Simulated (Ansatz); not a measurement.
Program: Ansatz. Geometries: PBE0-D4/def2-TZVP. ΔE: electronic, gas phase. CCSD(T)/CBS is the MP2 limit (def2-TZVPP, def2-QZVPP) plus CCSD(T) − MP2 in def2-TZVPP, frozen cores. This one scheme is used for every species. Each species was taken in one conformer, which may not be the lowest.

Consider the ligand exchange at the Al–N bond: `C[NH][Al]([CH3])[F]` + H–F → `[CH3][Al]([F])[F]` + CH₃NH₂.

```tsv
species	CCSD(T)/CBS(def2) energy (Eh)
`C[NH][Al]([CH3])[F]`	-476.95256
H–F	-100.39570
`[CH3][Al]([F])[F]`	-481.63134
CH₃NH₂	-95.75281
```

**Question.** Work out ΔE.

**Answer.** ΔE = (-481.63134) + (-95.75281) − (-476.95256) − (-100.39570) = -0.03589 Eh = -0.98 eV.

**Question.** What do rigid-rotor, harmonic-oscillator terms from PBE0-D4/def2-TZVP frequencies (298.15 K, 1 bar) make of the CCSD(T)/CBS value? (Best estimate.)

**Answer.** Computed: ΔZPE = +0.07 eV, ΔH = -0.93 eV, ΔS = 28 J/(mol·K), ΔG = -1.02 eV. Modes under 50 cm⁻¹ make the entropy rough.

Largest T1 diagnostic among the species: 0.012.

In def2-TZVPP, CCSD(T) changes the Hartree–Fock value by +0.17 eV (the triples alone add +0.03 eV) and MP2 by +0.18 eV. Leaving LDA and LC-ωPBE aside and taking each functional with its dispersion term where it has one, the values, not all of them listed here, spread over 0.12 eV, from B97M-V to revPBE-D4. LDA lies +0.11 eV from PBE without D4. At CCSD(T), def2-SVP lies −0.04 eV from the extrapolated value and def2-TZVPP +0.01 eV.
